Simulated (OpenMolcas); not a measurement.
# How basis sets differ on BSiN2H5 (SMILES N[SiH]1BN1)

The species is BSiN2H5 (9 atoms), meant as a singlet with charge 0. As SMILES, `N[SiH]1BN1`. Geometry: relaxed at PBE0-D4/def2-TZVP. This is one conformer, not always the lowest.

Each level gives the HOMO–LUMO gap (eV). The values are calculated.

| level | kind | program | value (eV) | CPU time |
| --- | --- | --- | --- | --- |
| HF/ANO-R0 (sfX2C) | Hartree–Fock | OpenMolcas | 14.01 | 6.2 s |
| HF/ANO-RCC-MB (DKH2) | Hartree–Fock | OpenMolcas | 14.59 | 6.5 s |
| HF/STO-3G | Hartree–Fock | OpenMolcas | 16.22 | 1.7 s |
| HF/3-21G | Hartree–Fock | OpenMolcas | 13.51 | 1.8 s |
| HF/cc-pVDZ | Hartree–Fock | OpenMolcas | 12.96 | 6.3 s |

The values span 12.96 to 16.22 eV. A Hartree–Fock LUMO above zero doesn't converge with the basis: it sinks as sets grow more diffuse. Orbital gaps aren't excitation energies. CPU times are rough (shared hosts, several kinds of processor and program).
